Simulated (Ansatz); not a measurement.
Geometry optimisation, RKS r2SCANh-D4/def2-SVP (Ansatz 0.2.0).

Input:

```yaml
crystal:
  periodic: [false, false, false]
  atoms:
    - { symbol: Ge, position_ang: [-0.189469, -0.098778, 0.100392] }
    - { symbol: H, position_ang: [-0.303784, 0.065671, 1.623876] }
    - { symbol: O, position_ang: [1.522025, -0.299959, -0.254946] }
    - { symbol: H, position_ang: [1.70479, -0.407447, -1.195478] }
    - { symbol: O, position_ang: [-0.884029, 1.1154, -0.954152] }
    - { symbol: H, position_ang: [-1.754331, 0.850407, -1.276718] }
    - { symbol: F, position_ang: [-1.011351, -1.557174, -0.357604] }
    - { symbol: O, position_ang: [1.477614, 1.889306, 1.535297] }
    - { symbol: H, position_ang: [2.069879, 1.37039, 0.971299] }
    - { symbol: H, position_ang: [1.104057, 1.195884, 2.122434] }
basis:
  gaussian: { orbitals: def2-SVP }
hamiltonian:
  xc: r2scanh
  dispersion: d4
relax:
  f_tol: 0.03
  max_steps: 50
```

Launched with:

```bash
$ ansatz run input.yaml --threads 4 --pin off --max-ram 5120MiB --backend cpu --events-out ev --progress --plain --runs-dir out
```

Task: Where does it end, and by what steps?

Result: It converged. After 27 steps the energy has fallen by 0.499 eV; H9 moved furthest, 1.56 Å.

| step | energy less start (eV) | largest force component (eV/Å) | accepted |
| --- | --- | --- | --- |
| 0 | 0.0000 | 0.822 | yes |
| 1 | -0.0589 | 1.226 | yes |
| 2 | -0.0843 | 0.599 | yes |
| 3 | -0.0284 | 2.227 | no |
| 4 | -0.1283 | 0.798 | yes |
| 5 | -0.1564 | 0.511 | yes |
| 6 | -0.1816 | 0.325 | yes |
| 7 | -0.1654 | 1.544 | no |
| 8 | -0.2128 | 0.414 | yes |
| 9 | -0.2417 | 0.643 | yes |
| 10 | -0.2309 | 1.382 | no |
| 11 | -0.2672 | 0.474 | yes |
| 12 | -0.2879 | 0.311 | yes |
| 13 | -0.3037 | 0.307 | yes |
| 14 | -0.3099 | 0.388 | yes |
| 15 | -0.3166 | 0.073 | yes |
| 16 | -0.3199 | 0.208 | yes |
| 17 | -0.3342 | 0.210 | yes |
| 18 | -0.3074 | 1.629 | no |
| 19 | -0.3478 | 0.166 | yes |
| 20 | -0.3605 | 0.452 | yes |
| 21 | -0.3899 | 0.266 | yes |
| 22 | -0.4326 | 0.388 | yes |
| 23 | -0.4472 | 0.673 | yes |
| 24 | -0.4539 | 1.210 | yes |
| 25 | -0.4980 | 0.056 | yes |
| 26 | -0.4987 | 0.056 | yes |
| 27 | -0.4989 | 0.020 | yes |

```xyz
10
Properties=species:S:1:pos:R:3
Ge -0.075 -0.092 0.325
H -0.662 -0.462 1.671
O 1.622 -0.506 -0.003
H 1.657 -1.222 -0.649
O -0.623 1.409 -0.455
H -1.169 1.190 -1.220
F -0.823 -1.233 -0.795
O 1.070 1.519 1.445
H 0.791 2.254 0.876
H 1.947 1.267 1.118
```

Whether the end is a true minimum wasn't checked by a vibrational analysis.

Time of the run: 67 s on 4 threads of Arm Neoverse V2 (shared host), peak memory 0.3 GiB.
